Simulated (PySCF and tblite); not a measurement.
The numbers below are computed, except where a source is named.
C6H9F3O, numbered as in [F:1][C:2]([F:3])([F:4])[C@@H:5]1[CH2:6][CH2:7][CH2:8][CH2:9][O:10]1.

Level: PBE0-D3(BJ)/pcSseg-1//GFN2-xTB, thermal terms from GFN2-xTB, symmetry numbers and mirror pairs counted. Conformers within 2.5 kcal/mol (GFN2-xTB free energy) were kept, 4 at most. Codes: tblite and PySCF.

Rotational constants are equilibrium values for the commonest isotopes; dipoles come from the energy level named.

The 6-ring runs over atoms 5–6–7–8–9–10.

```
conformer                                       shape  symmetry  weight %
        1  6-ring chair (all substituents equatorial)        C1      93.2
        2                     6-ring chair (C2 axial)        C1       6.8
```

Sets of constants, in random order:

```tsv
set	A (MHz)	B (MHz)	C (MHz)	abs μa (D)	abs μb (D)	abs μc (D)
P	2263	1088	961	2.33	1.12	0.17
Q	2564	917	794	3.38	1.03	0.95
```

Problem. Match each set to its conformer.

Solution. P is conformer 2, Q is conformer 1.


Conformer gaps in pcSseg-1 on xTB geometries can be 2 kcal/mol off for S=O, P=O and other polar bonds.